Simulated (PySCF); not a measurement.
Hf(O)2 cation (HfO₂), SMILES [Hf](=[O])=[O] (connectivity only; charge and spin as stated), charge +1, multiplicity 2. Coordinates come from a PBE-D3(BJ)/def2-TZVP optimisation. The multiplicity is an assumed one; other spin states were not compared. The isomer is the one that the SMILES or the coordinates give; other isomers of the formula were not compared. The def2 effective core potentials stand for the cores of Hf; spin–orbit coupling is left out.

Level of theory: PBE-D3(BJ)/def2-TZVP (PySCF).

Harmonic wavenumbers (cm⁻¹): 190, 549, 861. Rotational constants (GHz): 12.40, 9.063, 5.236; symmetry number 2.

Task: Work out the zero-point energy and the ideal-gas rigid-rotor harmonic-oscillator thermochemistry at 298.15 K and 1 atm.

Result: ZPE = ½ Σ hcν = ½ × 1600 cm⁻¹ = 2.29 kcal/mol. H − E(el) = 5.18 kcal/mol. Entropy in cal/(mol K): translation 41.94, rotation 22.44, vibration 2.94, spin 1.38, total 68.69. G − E(el) = -15.30 kcal/mol. Cp = 11.50 cal/(mol K).
